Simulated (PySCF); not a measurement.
C₂H₆BClFN, SMILES ClB(F)N(C)C. Atoms are numbered in the order given.

```xyz
12

B     -0.4630    -0.3201     0.0000
F     -1.7973    -0.3843     0.0000
Cl     0.4160    -1.8711     0.0000
N      0.1874     0.9160     0.0000
C     -0.5668     2.1599     0.0000
C      1.6271     1.0943     0.0000
H     -0.3249     2.7662     0.8916
H     -0.3249     2.7662    -0.8916
H     -1.6438     1.9544     0.0000
H      1.9522     1.6608    -0.8913
H      1.9522     1.6608     0.8913
H      2.1339     0.1227     0.0000
```

Geometry: B3LYP-D3(BJ)/def2-SVP. The values are those of a single conformer.

Method: ωB97X/def2-TZVP (PySCF).

ESP charges are fitted to the potential on shells at 1.4 to 2.0 van der Waals radii. Atomic charges (e):

```json
[
 {"atom": "B1", "ESP fit": "0.22", "meta-Löwdin": "(withheld)", "Mulliken": "0.34"},
 {"atom": "F2", "ESP fit": "-0.20", "meta-Löwdin": "-0.31", "Mulliken": "-0.25"},
 {"atom": "Cl3", "ESP fit": "-0.16", "meta-Löwdin": "-0.14", "Mulliken": "-0.19"},
 {"atom": "N4", "ESP fit": "0.19", "meta-Löwdin": "-0.20", "Mulliken": "-0.13"},
 {"atom": "C5", "ESP fit": "-0.43", "meta-Löwdin": "(withheld)", "Mulliken": "-0.28"},
 {"atom": "C6", "ESP fit": "-0.55", "meta-Löwdin": "(withheld)", "Mulliken": "-0.27"},
 {"atom": "H7", "ESP fit": "0.13", "meta-Löwdin": "(withheld)", "Mulliken": "0.12"},
 {"atom": "H8", "ESP fit": "0.13", "meta-Löwdin": "(withheld)", "Mulliken": "0.12"},
 {"atom": "H9", "ESP fit": "0.16", "meta-Löwdin": "(withheld)", "Mulliken": "0.15"},
 {"atom": "H10", "ESP fit": "0.17", "meta-Löwdin": "(withheld)", "Mulliken": "0.12"},
 {"atom": "H11", "ESP fit": "0.17", "meta-Löwdin": "(withheld)", "Mulliken": "0.12"},
 {"atom": "H12", "ESP fit": "0.16", "meta-Löwdin": "(withheld)", "Mulliken": "0.14"}
]
```

**Question.** What belongs in the gaps? (The exact figures need the calculation; the answer reports its results.)

**Answer.** 
- B1, meta-Löwdin: 0.40
- C5, meta-Löwdin: -0.22
- C6, meta-Löwdin: -0.22
- H7, meta-Löwdin: 0.11
- H8, meta-Löwdin: 0.11
- H9, meta-Löwdin: 0.13
- H10, meta-Löwdin: 0.11
- H11, meta-Löwdin: 0.11
- H12, meta-Löwdin: 0.13

**Question.** Give the Mayer and Wiberg (Löwdin basis) orders of the bonds. (Estimate from the structure and the level; the computed values follow.)

**Answer.** 
```json
[
 {"bond": "B1–F2", "Mayer": "1.17", "Wiberg": "2.03"},
 {"bond": "B1–Cl3", "Mayer": "1.19", "Wiberg": "2.02"},
 {"bond": "B1–N4", "Mayer": "1.39", "Wiberg": "1.64"},
 {"bond": "N4–C5", "Mayer": "0.90", "Wiberg": "1.22"},
 {"bond": "N4–C6", "Mayer": "0.91", "Wiberg": "1.24"},
 {"bond": "C5–H7", "Mayer": "0.97", "Wiberg": "0.92"},
 {"bond": "C5–H8", "Mayer": "0.97", "Wiberg": "0.92"},
 {"bond": "C5–H9", "Mayer": "0.98", "Wiberg": "0.90"},
 {"bond": "C6–H10", "Mayer": "0.97", "Wiberg": "0.92"},
 {"bond": "C6–H11", "Mayer": "0.97", "Wiberg": "0.92"},
 {"bond": "C6–H12", "Mayer": "0.98", "Wiberg": "0.90"}
]
```
